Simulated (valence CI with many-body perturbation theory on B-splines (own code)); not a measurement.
Level structure of Sn19+

Level of theory: valence CI with perturbative core correlation (CI+MBPT): three valence electrons over a frozen Dirac-Fock core [Ar] 3d10, radial functions for each j: 11 s, 11 p, 9 d, 7 f, 5 g, 2 h, 1 i, with the one-electron correlation potential Σ1 (screened to all orders), the two-electron term Σ2, the three-electron term Σ3, Breit, model QED; selected single and double excitations, second order for the rest (own B-spline code, finite nucleus).

No measured levels were compared; by estimate levels hold to about 250 cm⁻¹ or 0.2 % of their energy and the worst to 1 %, as in measured heavy ions of charge 2 to 7; those with d or f electrons hold less well.

Levels 1 to 45 of 65, with energies above the lowest level, 4s²4p ²P°_1/2. "Leading %" is the weight of the configuration and term that name the level; weights of strongly mixed levels are sums over their largest components and can fall short. In the jj column 3d3/2^4 stands for four electrons in 3d with j = 3/2. Lifetimes count E1, E2, E3, M1 and M2 decay at the calculated energies, and are blank where another channel may lead or the interval is too uncertain; long ones can be off by a factor of two.

| No. | Configuration | Term | J | E (eV) | Leading % | Second component | Leading jj | Lifetime |
| --- | --- | --- | --- | --- | --- | --- | --- | --- |
| 1 | 4s²4p | ²P° | 1/2 | 0.00 | 99 |  | 4s^2 4p1/2 (99 %) |  |
| 2 | 4s²4p | ²P° | 3/2 | 10.97 | 98 |  | 4s^2 4p3/2 (98 %) | 160 μs |
| 3 | 4s4p² | ⁴P | 1/2 | 40.79 | 85 | 12 % 4s4p² ²S | 4s 4p1/2^2 (79 %) | 522 ps |
| 4 | 4s4p² | ⁴P | 3/2 | 47.43 | 97 |  | 4s 4p1/2 4p3/2 (96 %) | 4.04 ns |
| 5 | 4s4p² | ⁴P | 5/2 | 50.83 | 70 | 28 % 4s4p² ²D | 4s 4p1/2 4p3/2 (84 %) | 616 ps |
| 6 | 4s4p² | ²D | 3/2 | 57.18 | 83 | 10 % 4s4p² ²P | 4s 4p1/2 4p3/2 (84 %) | 46.3 ps |
| 7 | 4s4p² | ²P | 1/2 | 61.36 | 67 | 22 % 4s4p² ²S | 4s 4p1/2 4p3/2 (72 %) | 13.1 ps |
| 8 | 4s4p² | ²D | 5/2 | 62.01 | 66 | 29 % 4s4p² ⁴P | 4s 4p3/2^2 (83 %) | 146 ps |
| 9 | 4s4p² | ²S | 1/2 | 72.28 | 65 | 29 % 4s4p² ²P | 4s 4p3/2^2 (88 %) | 17.3 ps |
| 10 | 4s4p² | ²P | 3/2 | 73.29 | 87 | 8 % 4s4p² ²D | 4s 4p3/2^2 (81 %) | 9.69 ps |
| 11 | 4s²4d | ²D | 3/2 | 88.57 | 92 | 6 % 4s4p² ²D | 4s^2 4d3/2 (92 %) | 5.66 ps |
| 12 | 4s²4d | ²D | 5/2 | 90.48 | 93 | 5 % 4s4p² ²D | 4s^2 4d5/2 (93 %) | 7.30 ps |
| 13 | 4p³ | ²P° | 3/2 | 101.71 | 34 | 32 % 4p³ ⁴S° | 4p1/2^2 4p3/2 (90 %) | 20.5 ps |
| 14 | 4p³ | ⁴S° | 3/2 | 109.36 | 53 | 39 % 4p³ ²D° | 4p1/2 4p3/2^2 (92 %) | 15.7 ps |
| 15 | 4p³ | ²D° | 5/2 | 110.00 | 84 | 14 % 4s4p4d ²D° | 4p1/2 4p3/2^2 (84 %) | 37.8 ps |
| 16 | 4p³ | ²P° | 1/2 | 116.34 | 92 | 5 % 4s4p4d ²P° | 4p1/2 4p3/2^2 (92 %) | 17.3 ps |
| 17 | 4s4p4d | ⁴F° | 3/2 | 120.37 | 89 | 7 % 4s4p4d ²D° | 4s 4p1/2 4d3/2 (91 %) | 126 ps |
| 18 | 4s4p4d | ⁴F° | 5/2 | 122.48 | 86 | 5 % 4s4p4d ⁴D° | 4s 4p1/2 4d3/2 (58 %) | 81.0 ps |
| 19 | 4p³ | ²P° | 3/2 | 123.70 | 54 | 16 % 4p³ ²D° | 4p3/2^3 (82 %) | 17.2 ps |
| 20 | 4s4p4d | ⁴F° | 7/2 | 125.96 | 84 | 10 % 4s4p4d ⁴D° | 4s 4p1/2 4d5/2 (69 %) | 52.2 ps |
| 21 | 4s4p4d | ⁴P° | 5/2 | 127.58 | 56 | 22 % 4s4p4d ⁴D° | 4s 4p1/2 4d5/2 (89 %) | 9.15 ps |
| 22 | 4s4p4d | ⁴D° | 3/2 | 128.47 | 53 | 34 % 4s4p4d ⁴P° | 4s 4p1/2 4d3/2 (54 %) | 6.30 ps |
| 23 | 4s4p4d | ⁴D° | 1/2 | 128.85 | 80 | 10 % 4s4p4d ⁴P° | 4s 4p1/2 4d3/2 (82 %) | 5.12 ps |
| 24 | 4s4p4d | ⁴F° | 9/2 | 132.46 | 100 |  | 4s 4p3/2 4d5/2 (100 %) |  |
| 25 | 4s4p4d | ²F° | 5/2 | 133.46 | 63 | 16 % 4s4p4d ²D° | 4s 4p1/2 4d5/2 (49 %) | 12.2 ps |
| 26 | 4s4p4d | ²D° | 3/2 | 134.48 | 63 | 11 % 4s4p4d ²P° | 4s 4p3/2 4d3/2 (33 %) | 7.21 ps |
| 27 | 4s4p4d | ⁴P° | 1/2 | 135.99 | 88 | 11 % 4s4p4d ⁴D° | 4s 4p3/2 4d3/2 (97 %) | 7.69 ps |
| 28 | 4s4p4d | ⁴D° | 5/2 | 136.30 | 62 | 14 % 4s4p4d ⁴P° | 4s 4p3/2 4d3/2 (80 %) | 6.17 ps |
| 29 | 4s4p4d | ⁴D° | 7/2 | 136.36 | 81 | 14 % 4s4p4d ⁴F° | 4s 4p3/2 4d5/2 (54 %) | 6.15 ps |
| 30 | 4s4p4d | ⁴P° | 3/2 | 136.44 | 60 | 35 % 4s4p4d ⁴D° | 4s 4p3/2 4d3/2 (77 %) | 7.05 ps |
| 31 | 4s4p4d | ²D° | 5/2 | 139.12 | 50 | 25 % 4s4p4d ⁴P° | 4s 4p3/2 4d5/2 (88 %) | 10.8 ps |
| 32 | 4s4p4d | ²P° | 3/2 | 143.38 | 46 | 40 % 4s4p4d ²D° | 4s 4p3/2 4d5/2 (34 %) | 5.25 ps |
| 33 | 4s4p4d | ²F° | 7/2 | 144.07 | 98 |  | 4s 4p3/2 4d5/2 (72 %) | 15.7 ps |
| 34 | 4s4p4d | ²F° | 7/2 | 146.81 | 80 | 10 % 4s²4f ²F° | 4s 4p3/2 4d5/2 (56 %) | 5.48 ps |
| 35 | 4s4p4d | ²F° | 5/2 | 146.99 | 80 | 11 % 4s²4f ²F° | 4s 4p3/2 4d3/2 (73 %) | 5.16 ps |
| 36 | 4s4p4d | ²P° | 1/2 | 148.98 | 89 | 7 % 4s4p4d ⁴D° | 4s 4p3/2 4d5/2 (60 %) | 6.03 ps |
| 37 | 4s4p4d | ²P° | 1/2 | 150.27 | 92 | 6 % 4p³ ²P° | 4s 4p3/2 4d3/2 (62 %) | 4.98 ps |
| 38 | 4s4p4d | ²D° | 3/2 | 152.09 | 60 | 24 % 4s4p4d ²P° | 4s 4p3/2 4d3/2 (58 %) | 3.80 ps |
| 39 | 4s4p4d | ²P° | 3/2 | 152.12 | 91 |  | 4s 4p3/2 4d5/2 (84 %) | 5.65 ps |
| 40 | 4s4p4d | ²D° | 5/2 | 152.90 | 82 | 8 % 4s4p4d ²F° | 4s 4p3/2 4d5/2 (77 %) | 3.83 ps |
| 41 | 4s²4f | ²F° | 5/2 | 170.82 | 87 | 11 % 4s4p4d ²F° | 4s^2 4f5/2 (87 %) | 4.71 ps |
| 42 | 4s²4f | ²F° | 7/2 | 170.85 | 88 | 10 % 4s4p4d ²F° | 4s^2 4f7/2 (88 %) | 5.15 ps |
| 43 | 4p²4d | ⁴F | 3/2 | 172.03 | 58 | 15 % 4p²4d ²D | 4p1/2^2 4d3/2 (88 %) | 25.5 ps |
| 44 | 4p²4d | ⁴F | 5/2 | 175.22 | 38 | 26 % 4p²4d ⁴D | 4p1/2^2 4d5/2 (73 %) | 23.5 ps |
| 45 | 4p²4d | ²F | 5/2 | 178.42 | 60 | 33 % 4p²4d ⁴F | 4p1/2 4p3/2 4d3/2 (87 %) | 40.5 ps |

Names give the largest LS component (configuration and term), which can be under half, so a name can repeat, a term be missing and a line seem to break the LS rules; names also repeat where a configuration has a term twice.

Where two levels of one J and parity lie close, their mixing, g and order are uncertain.

The ionisation energy to 4s² ¹S0 of the next ion comes out as 538.65 eV (NIST: 537 ± 4 eV (theoretical)). All 65 levels together are meant to be complete up to 200.52 eV.
